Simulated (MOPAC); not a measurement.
MOPAC input (PM3):

```
PM3 1SCF UHF MS=0.5 GEO-OK AUX(PRECISION=9) THREADS=1
C2H9N2Si

C     0.69576000 1   -0.07813900 1   -1.73553100 1
Si    0.02758200 1    0.00512900 1   -0.01380000 1
C    -1.82713900 1    0.25641200 1   -0.10615900 1
N     0.94907300 1    1.22498300 1    0.77658500 1
N     0.24566300 1   -1.41112400 1    0.95372300 1
H     0.09904900 1   -0.40344500 1   -2.58208400 1
H     1.73889500 1    0.10342000 1   -1.97588100 1
H    -2.32115400 1   -0.57887100 1   -0.61050900 1
H    -2.25964800 1    0.34854400 1    0.89244700 1
H    -2.06710100 1    1.16451900 1   -0.66320200 1
H     0.82809800 1    1.40411600 1    1.76090500 1
H     1.25346900 1    2.04736600 1    0.28154200 1
H    -0.41000000 1   -2.17403900 1    0.88818000 1
H     1.17736900 1   -1.75006000 1    1.13977300 1
```

From the output:

```
                                                       MOPAC v23.2.5 Linux

          FINAL HEAT OF FORMATION =        -22.25105 KCAL/MOL =     -93.09839 KJ/MOL

          COSMO AREA              =        132.88 SQUARE ANGSTROMS
          COSMO VOLUME            =        123.93 CUBIC ANGSTROMS

          IONIZATION POTENTIAL    =          8.436051 EV
          ALPHA SOMO LUMO (EV)    =         -8.531  1.015
          BETA  SOMO LUMO (EV)    =         -8.436  0.453
          NO. OF ALPHA ELECTRONS  =         16
          NO. OF BETA  ELECTRONS  =         15
          MOLECULAR WEIGHT        =         89.1920         POINT GROUP:  C1

          MOLECULAR DIMENSIONS (Angstroms)

            Atom       Atom       Distance
            H     9    H     7     4.92704
            H    10    H    14     4.39142
            H    11    H     8     3.98490

          SCF CALCULATIONS        =          1

   ATOM   CHEMICAL          X               Y               Z
  NUMBER   SYMBOL      (ANGSTROMS)     (ANGSTROMS)     (ANGSTROMS)

     1       C          0.69576000  *  -0.07813900  *  -1.73553100  *
     2      Si          0.02758200  *   0.00512900  *  -0.01380000  *
     3       C         -1.82713900  *   0.25641200  *  -0.10615900  *
     4       N          0.94907300  *   1.22498300  *   0.77658500  *
     5       N          0.24566300  *  -1.41112400  *   0.95372300  *
     6       H          0.09904900  *  -0.40344500  *  -2.58208400  *
     7       H          1.73889500  *   0.10342000  *  -1.97588100  *
     8       H         -2.32115400  *  -0.57887100  *  -0.61050900  *
     9       H         -2.25964800  *   0.34854400  *   0.89244700  *
    10       H         -2.06710100  *   1.16451900  *  -0.66320200  *
    11       H          0.82809800  *   1.40411600  *   1.76090500  *
    12       H          1.25346900  *   2.04736600  *   0.28154200  *
    13       H         -0.41000000  *  -2.17403900  *   0.88818000  *
    14       H          1.17736900  *  -1.75006000  *   1.13977300  *

                             CARTESIAN COORDINATES

   1    C        0.695760000    -0.078139000    -1.735531000
   2   Si        0.027582000     0.005129000    -0.013800000
   3    C       -1.827139000     0.256412000    -0.106159000
   4    N        0.949073000     1.224983000     0.776585000
   5    N        0.245663000    -1.411124000     0.953723000
   6    H        0.099049000    -0.403445000    -2.582084000
   7    H        1.738895000     0.103420000    -1.975881000
   8    H       -2.321154000    -0.578871000    -0.610509000
   9    H       -2.259648000     0.348544000     0.892447000
  10    H       -2.067101000     1.164519000    -0.663202000
  11    H        0.828098000     1.404116000     1.760905000
  12    H        1.253469000     2.047366000     0.281542000
  13    H       -0.410000000    -2.174039000     0.888180000
  14    H        1.177369000    -1.750060000     1.139773000

           Empirical Formula: C2 H9 N2 Si  =    14 atoms

      MOLECULAR POINT GROUP   :   C1

          ALPHA EIGENVALUES
 -29.53594 -27.62770 -27.16274 -26.39347 -15.30733 -15.23466 -14.62451 -13.94091
 -13.57768 -13.25304 -12.08074 -11.79616 -11.28978  -9.56111  -8.89323  -8.53103
   1.01549   1.31340   1.38811   1.70117   4.52801   4.77131   4.82433   4.88445
   4.95476   5.01885   5.13790   6.04751   6.14047

           BETA EIGENVALUES
 -29.40050 -27.59245 -27.12056 -24.97835 -15.28963 -15.20303 -14.55583 -13.73615
 -13.52071 -13.08834 -11.97182 -11.44482 -11.08339  -8.72454  -8.43605   0.45296
   1.19199   1.48505   2.03796   2.35030   4.74328   4.83322   4.89228   5.01411
   5.03878   5.21575   5.49460   6.06493   6.14194

              NET ATOMIC CHARGES AND DIPOLE CONTRIBUTIONS

  ATOM NO.   TYPE          CHARGE      No. of ELECS.   s-Pop       p-Pop
    1          C          -0.354622        4.3546     1.27929     3.07533
    2         Si           0.589585        3.4104     1.00492     2.40550
    3          C          -0.318487        4.3185     1.16636     3.15213
    4          N          -0.202191        5.2022     1.36768     3.83451
    5          N          -0.195401        5.1954     1.38311     3.81229
    6          H           0.067518        0.9325     0.93248
    7          H           0.069427        0.9306     0.93057
    8          H           0.055029        0.9450     0.94497
    9          H           0.056771        0.9432     0.94323
   10          H           0.055151        0.9448     0.94485
   11          H           0.044126        0.9559     0.95587
   12          H           0.046290        0.9537     0.95371
   13          H           0.044362        0.9556     0.95564
   14          H           0.042443        0.9576     0.95756
 DIPOLE           X         Y         Z       TOTAL
 POINT-CHG.    -0.023    -0.023     0.698     0.698
 HYBRID        -0.235    -0.012    -0.867     0.899
 SUM           -0.258    -0.035    -0.170     0.311

          ATOMIC ORBITAL ELECTRON POPULATIONS

     Atom    s        px        py        pz
    1  C   1.27929   1.02019   0.98967   1.06547
    2 Si   1.00492   0.81175   0.81991   0.77384
    3  C   1.16636   1.09673   1.02861   1.02679
    4  N   1.36768   1.62703   1.20678   1.00070
    5  N   1.38311   1.04232   1.13160   1.63837
    6  H   0.93248
    7  H   0.93057
    8  H   0.94497
    9  H   0.94323
   10  H   0.94485
   11  H   0.95587
   12  H   0.95371
   13  H   0.95564
   14  H   0.95756

                    (SZ)    =    0.500000
                    (S**2)  =    0.783794

          ATOMIC ORBITAL SPIN POPULATIONS

    Atom   Total    s     px     py     pz
         Atomic
    1  C  1.2538  0.081  0.141  0.893  0.140
    2 Si -0.1406 -0.027 -0.019 -0.022 -0.072
    3  C  0.0120  0.002  0.007  0.001  0.002
    4  N  0.0205 -0.001  0.018 -0.001  0.004
    5  N  0.0261  0.003  0.000  0.005  0.018
    6  H -0.0802 -0.080
    7  H -0.0799 -0.080
    8  H -0.0008 -0.001
    9  H -0.0038 -0.004
   10  H -0.0014 -0.001
   11  H -0.0053 -0.005
   12  H -0.0007 -0.001
   13  H  0.0005  0.000
   14  H -0.0001 -0.000

 **********************
 *                    *
 * JOB ENDED NORMALLY *
 *                    *
 **********************

 == MOPAC DONE ==
```

The geometry given is a B3LYP-D3(BJ)/def2-TZVP minimum.
